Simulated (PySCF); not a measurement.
CaPb⁺: frontier orbitals

PBE at R = 3.279 Å; basis Ca def2-SVP, Pb def2-SVP with ECP60; scalar-relativistic core potentials; PySCF 2.14. State: ²Π (doublet), unpaired electrons π ↑. Only the outer orbitals are listed, counted within each symmetry, core potentials removing the inner ones.

```json
{"spin": "α", "orbital": "1δ", "occ.": "1", "ε (eV)": "-25.52", "on Ca (%)": "0", "main shells (%)": "100 Pb d"}
{"spin": "α", "orbital": "1δ", "occ.": "1", "ε (eV)": "-25.45", "on Ca (%)": "0", "main shells (%)": "100 Pb d"}
{"spin": "α", "orbital": "4π", "occ.": "1", "ε (eV)": "-25.39", "on Ca (%)": "0", "main shells (%)": "100 Pb d"}
{"spin": "α", "orbital": "8σ", "occ.": "1", "ε (eV)": "-25.12", "on Ca (%)": "0", "main shells (%)": "100 Pb d"}
{"spin": "α", "orbital": "4π", "occ.": "1", "ε (eV)": "-25.11", "on Ca (%)": "0", "main shells (%)": "100 Pb d"}
{"spin": "α", "orbital": "9σ", "occ.": "1", "ε (eV)": "-16.37", "on Ca (%)": "4", "main shells (%)": "96 Pb s"}
{"spin": "α", "orbital": "10σ", "occ.": "1", "ε (eV)": "-8.83", "on Ca (%)": "52", "main shells (%)": "46 Pb p, 45 Ca s"}
{"spin": "α", "orbital": "5π", "occ.": "1", "ε (eV)": "-8.05", "on Ca (%)": "19", "main shells (%)": "80 Pb p, 15 Ca d"}
{"spin": "α", "orbital": "5π", "occ.": "0", "ε (eV)": "-7.98", "on Ca (%)": "19", "main shells (%)": "81 Pb p, 15 Ca d"}
{"spin": "α", "orbital": "11σ", "occ.": "0", "ε (eV)": "-7.14", "on Ca (%)": "83", "main shells (%)": "48 Ca s, 28 Ca d, 17 Pb p"}
{"spin": "α", "orbital": "2δ", "occ.": "0", "ε (eV)": "-6.48", "on Ca (%)": "100", "main shells (%)": "100 Ca d"}
{"spin": "β", "orbital": "1δ", "occ.": "1", "ε (eV)": "-25.46", "on Ca (%)": "0", "main shells (%)": "100 Pb d"}
{"spin": "β", "orbital": "4π", "occ.": "1", "ε (eV)": "-25.35", "on Ca (%)": "0", "main shells (%)": "100 Pb d"}
{"spin": "β", "orbital": "1δ", "occ.": "1", "ε (eV)": "-25.32", "on Ca (%)": "0", "main shells (%)": "100 Pb d"}
{"spin": "β", "orbital": "8σ", "occ.": "1", "ε (eV)": "-24.99", "on Ca (%)": "0", "main shells (%)": "100 Pb d"}
{"spin": "β", "orbital": "4π", "occ.": "1", "ε (eV)": "-24.98", "on Ca (%)": "0", "main shells (%)": "100 Pb d"}
{"spin": "β", "orbital": "9σ", "occ.": "1", "ε (eV)": "-15.90", "on Ca (%)": "5", "main shells (%)": "95 Pb s"}
{"spin": "β", "orbital": "10σ", "occ.": "1", "ε (eV)": "-8.59", "on Ca (%)": "60", "main shells (%)": "55 Ca s, 38 Pb p"}
{"spin": "β", "orbital": "5π", "occ.": "0", "ε (eV)": "-7.72", "on Ca (%)": "24", "main shells (%)": "75 Pb p, 19 Ca d"}
{"spin": "β", "orbital": "5π", "occ.": "0", "ε (eV)": "-7.17", "on Ca (%)": "36", "main shells (%)": "64 Pb p, 31 Ca d"}
{"spin": "β", "orbital": "11σ", "occ.": "0", "ε (eV)": "-7.11", "on Ca (%)": "79", "main shells (%)": "38 Ca s, 33 Ca d, 21 Pb p"}
```

Q: Which are the highest filled and the lowest empty level, where do they sit, and how wide is the gap?

A: Highest filled α 5π at -8.05 eV (in %: 80 Pb p, 15 Ca d); lowest empty α 5π at -7.98 eV (in %: 81 Pb p, 15 Ca d); the gap at PBE is 0.07 eV. Both belong to one degenerate shell, split only by its one-sided filling, so this is no excitation gap.

```
bond order (Mayer)                                                                                                 : 1.33
⟨S²⟩                                                                                                               : 0.762
charge on Ca (Mulliken, basis-dependent)                                                                           : 0.60
charge on Ca (Löwdin, basis-dependent)                                                                             : 0.66
dipole moment (positive dipole points towards Pb; it is taken about the centre of mass and depends on that origin) : -10.34 D
polarisability along the bond                                                                                      : 218.5 bohr³
polarisability across the bond                                                                                     : 76.7 bohr³
```

Spin–orbit coupling is left out, which matters for elements this heavy, above all for dissociation energies. The state was picked by a PBE0 search and need not be the measured ground state.
